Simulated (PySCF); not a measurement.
Simulated Si 2p region for Si(CN)2Cl2 (`N#C[Si](Cl)(Cl)C#N`), binding energy against the vacuum level.

Every computed line was given a Gaussian of 0.6 eV full width at half maximum and an area set by the number of equivalent atoms (split 2:1 within a doublet); the highest printed point is 100. Theory: delta-SCF UKS SCAN, pcX-2 on the ionised atom, pcseg-1 elsewhere, spin-free X2C (PySCF).

binding energy (eV), intensity and a bar:
```
    109.9          1 
    110.0          2 
    110.1          5 #
    110.2         12 ###
    110.3         24 #######
    110.4         44 #############
    110.5         67 ####################
    110.6         88 ##########################
    110.7        100 ##############################
    110.8         99 ##############################
    110.9         88 ###########################
    111.0         74 ######################
    111.1         64 ###################
    111.2         59 ##################
    111.3         56 #################
    111.4         51 ###############
    111.5         42 #############
    111.6         31 #########
    111.7         19 ######
    111.8         10 ###
    111.9          5 #
    112.0          2 #
    112.1          1 
    112.2          0
```

Problem. Count the maxima, the lines and the sites behind this envelope.

Solution. The curve has 1 maximum (at 110.7 eV). Under it lie 2 lines from 1 inequivalent silicon site, drawn as a 2p3/2, 2p1/2 pair. At this width some lines have no maximum of their own.

Problem. Decompose the envelope and assign each component. Bonds: Si1–C2, Si1–C4, Si1–Cl6, Si1–Cl7, C2–N3, C4–N5.

Solution. 
| position (eV) | relative area | line | atoms | environment |
| --- | --- | --- | --- | --- |
| 110.73 | 0.67 | Si 2p3/2 | Si1 | silicon bonded to 2 C and 2 Cl |
| 111.35 | 0.33 | Si 2p1/2 | Si1 | silicon bonded to 2 C and 2 Cl |

Shake-up satellites, vibrational structure and lifetime widths aren't simulated. Spin–orbit and ligand-field terms were added within each 2p shell after the spin-free SCF. 2p1/2 minus 2p3/2 (ligand field included): Si 0.62 eV. Isolated species at its PBE0-D3(BJ)/def2-SVP geometry, gas phase.
